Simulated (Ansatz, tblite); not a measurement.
Cost and result up the ladder for HfSe2⁻ (the lowest doublet isomer of a short search) (3 atoms). Charge -1, multiplicity 2. Geometry: PBE0-D4/def2-TZVPD.

Cartesian coordinates in Å:
```
Hf -0.054 -0.110 -0.766
Se 1.778 1.180 0.098
Se -1.724 -1.070 0.668
```

Ansatz on 4 threads of Arm Neoverse V1 on a shared host; xTB runs through tblite on one thread. Times are rough, summed over both states, and most runs start from the orbitals of an earlier one. PBE-QIDH/def2-TZVPD serves as the yardstick here, not as an exact answer. Differences are given only for rows in sets of like size (and for xTB, whose basis is part of the method), since another set adds its own error. The other state is a quartet at its own geometry.

In the def2 sets Hf takes a core potential; there is no spin–orbit coupling. The xTB rows come from tblite. HSE06 is defined as in plane-wave codes, on full-range PBE exchange. Correlated methods freeze 18 core orbitals; core or outer-core shells of Hf, Se are correlated, in sets that lack core-valence functions. The rows differ in basis, and correlated rows in double-zeta sets carry the largest basis error. In CCSD on the charge -1 quartet the largest single amplitude is 0.27, so its Hartree–Fock determinant may place the open shell otherwise than the density functionals do. The structure comes from a short search, and lower isomers may exist.

Second-order perturbation terms are unreliable where d shells bring near-degenerate states, and here MP2/def2-TZVPD lies more than 0.4 eV from the median of the functionals without such a term.

Correlated methods converge slowly with the basis, most of all in double-zeta sets.

xTB has no spin-polarisation term.

| level | functions | wall time | quartet − doublet (eV) | difference from PBE-QIDH/def2-TZVPD (eV) | remarks |
| --- | --- | --- | --- | --- | --- |
| GFN1-xTB | 27 | 0.006 s | 2.99 | 0.83 | – |
| GFN2-xTB | 27 | 0.008 s | 2.37 | 0.21 | – |
| HSE06-D4/def2-TZVPD | 157 | 22 s | 1.93 | -0.22 | HOMO above zero (quartet) |
| PBE0-D4/def2-TZVPD (with forces) | 157 | 24 s | 1.94 | -0.22 | HOMO above zero (quartet) |
| BHLYP-D4/def2-TZVPD | 157 | 25 s | 1.95 | -0.21 | – |
| PBE-QIDH/def2-TZVPD | 157 | 29 s | 2.16 | 0.00 | – |
| MP2/def2-TZVPD | 157 | 33 s | 2.49 | 0.33 | – |
| HF/def2-TZVPD | 157 | 33 s | 1.45 | -0.71 | – |
| r2SCAN-D4/def2-TZVPD | 157 | 39 s | 1.82 | -0.34 | HOMO above zero (quartet) |
| RPA@PBE/def2-TZVPD | 157 | 40 s | 2.00 | -0.16 | – |
| CCSD(T)/def2-SVPD | 117 | 53 s | 2.09 | – | – |
| ωB97M-V/def2-TZVPD | 157 | 1.8 min | 2.18 | 0.03 | – |
